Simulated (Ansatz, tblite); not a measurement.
Removing and adding an electron: `Cc1cc(-c2sc(C(F)(F)F)cc2C)sc1-c1cc(C)c(C(F)(F)F)s1`. Total charge 0; singlet. Geometry: PBE-D4/def2-SVP. Ansatz, gas phase; energy differences of separate SCF runs; the oxidised species was run as a doublet alone; the reduced species was run as a doublet alone.

```csv
atom,x (Å),y (Å),z (Å)
C1,-0.289,-0.729,-3.277
C2,-0.182,-0.098,-1.919
C3,-0.197,1.305,-1.710
C4,-0.080,1.703,-0.377
C5,-0.083,3.048,0.152
S6,-0.451,4.368,-0.943
C7,-0.248,5.539,0.320
C8,-0.464,6.997,0.063
F9,-0.067,7.732,1.127
F10,-1.769,7.289,-0.168
F11,0.226,7.426,-1.023
C12,0.077,4.941,1.522
C13,0.175,3.520,1.450
C14,0.522,2.659,2.630
S15,0.057,0.289,0.648
C16,-0.049,-0.807,-0.713
C17,0.011,-2.227,-0.453
C18,0.100,-2.862,0.791
C19,0.145,-4.280,0.728
C20,0.227,-5.187,1.924
C21,0.087,-4.724,-0.592
C22,0.128,-6.140,-1.064
F23,-0.856,-6.891,-0.503
F24,-0.015,-6.218,-2.409
F25,1.301,-6.751,-0.744
S26,-0.018,-3.422,-1.733
H27,-0.400,0.044,-4.062
H28,0.609,-1.334,-3.524
H29,-1.163,-1.411,-3.348
H30,-0.288,2.028,-2.534
H31,0.248,5.517,2.441
H32,-0.324,2.003,2.926
H33,0.782,3.284,3.506
H34,1.385,1.994,2.418
H35,0.130,-2.304,1.738
H36,1.027,-5.943,1.799
H37,-0.722,-5.743,2.066
H38,0.430,-4.612,2.847
```

The xTB rows come from tblite. Single mean-field runs in def2-TZVP are fitted with def2-universal-jkfit.

```tsv
level	−HOMO (eV)	vertical IE (eV)	−LUMO (eV)	vertical EA (eV)	HOMO–LUMO gap (eV)	IE − EA (eV)	remarks
GFN1-xTB	11.09	13.04	9.12	7.18	1.98	5.85	–
GFN2-xTB	10.45	12.37	8.51	6.65	1.94	5.72	–
PBE-D4/def2-TZVP	5.11	6.95	2.99	1.28	2.11	5.66	HOMO above zero (-1 doublet)
PBE0-D4/def2-TZVP	5.93	7.14	2.42	1.28	3.51	5.87	–
```

   A HOMO above zero means that the electron is unbound at that level or that self-interaction error raises the level; the energy of removing that electron tells which. Raw xTB energy differences between charge states are shifted by several eV; the methods need an empirical correction for them. Sets without diffuse functions give affinities that are too small.
